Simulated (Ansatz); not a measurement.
`C[SiH](F)[InH2]` + H₂ → `F[SiH2][InH2]` + CH₄  (hydrogenolysis of the Si–C bond)

Computed with Ansatz on PBE0-D4/def2-TZVP structures; ΔE is electronic, products minus reactants. CCSD(T)/CBS is the MP2 limit (def2-TZVPP, def2-QZVPP) plus CCSD(T) − MP2 in def2-TZVPP, frozen cores. This one scheme is used for every species. DFT in def2-TZVPP. Elements past krypton have def2 core potentials. For In outer-core shells are correlated without core-valence functions, which leaves a few kJ/mol of doubt a bond.

`C[SiH](F)[InH2]`:

Z-matrix (Å, degrees):
```
C
Si 1 1.867
H 1 1.093 2 110.4
H 1 1.094 2 109.9 3 119.3
H 1 1.092 2 111.8 3 -120.6
F 2 1.615 1 107.8 3 56.9
In 2 2.586 1 114.0 3 179.5
H 2 1.494 1 108.6 3 -57.4
H 7 1.728 2 123.2 1 -124.1
H 7 1.734 2 119.6 1 56.3
```

H₂:

Z-matrix (Å, degrees):
```
H
H 1 0.746
```

`F[SiH2][InH2]`:

Z-matrix (Å, degrees):
```
Si
In 1 2.582
F 1 1.612 2 111.5
H 1 1.490 2 112.0 3 -119.8
H 1 1.490 2 112.0 3 119.7
H 2 1.729 1 119.0 3 179.9
H 2 1.725 1 122.4 3 -0.1
```

CH₄:

```xyz
5

C     0.000    0.000    0.000
H    -0.189    0.868   -0.631
H     0.450    0.324    0.938
H     0.679   -0.680   -0.513
H    -0.940   -0.512    0.205
```

CCSD(T)/CBS gives -19.6 kJ/mol.

(1) Another level gave -45.1 kJ/mol. Which?
A. LDA (SPW92)/def2-TZVPP
B. r2SCAN0-D4/def2-TZVPP
C. B97M-V/def2-TZVPP
D. HF/def2-TZVPP

Largest T1 diagnostic among the species: 0.014.

Results:

(1) D. HF/def2-TZVPP -45.1, B97M-V -26.2, LDA (SPW92) -16.9, r2SCAN0-D4 -21.3 kJ/mol.

Leaving LDA and LC-ωPBE aside and taking each functional with its dispersion term where it has one, the values, not all of them listed here, spread over 13.2 kJ/mol, from BHLYP-D4 to revPBE-D4. LDA lies +6.5 kJ/mol from PBE without D4. From BLYP to BHLYP (50 % exact exchange), in def2-TZVPP and without D4, ΔE moves by −3.4 kJ/mol.

CCSD(T)/CBS has its own doubt, a few kJ/mol and more with outer-core shells, so smaller differences from it don't rank the levels.
